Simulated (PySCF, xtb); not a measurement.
C2H9FOSi2, SMILES F[Si@@H](O)[C@H](C)[SiH3].

xtb with GFN2-xTB at its own geometry gives an orbital gap of 5.58 eV and a dipole moment of 1.52 D.

Geometry: B3LYP-D3(BJ)/def2-SVP. The structure was generated by enumeration; whether it is a known compound was not checked. Other conformers were not sampled.

Question: What does CAM-B3LYP/def2-TZVP run with PySCF give? (The exact figures need the calculation; the answer reports its results.)

Answer: gap 11.10 eV (levels -9.79 and 1.31 eV), dipole 1.78 D.
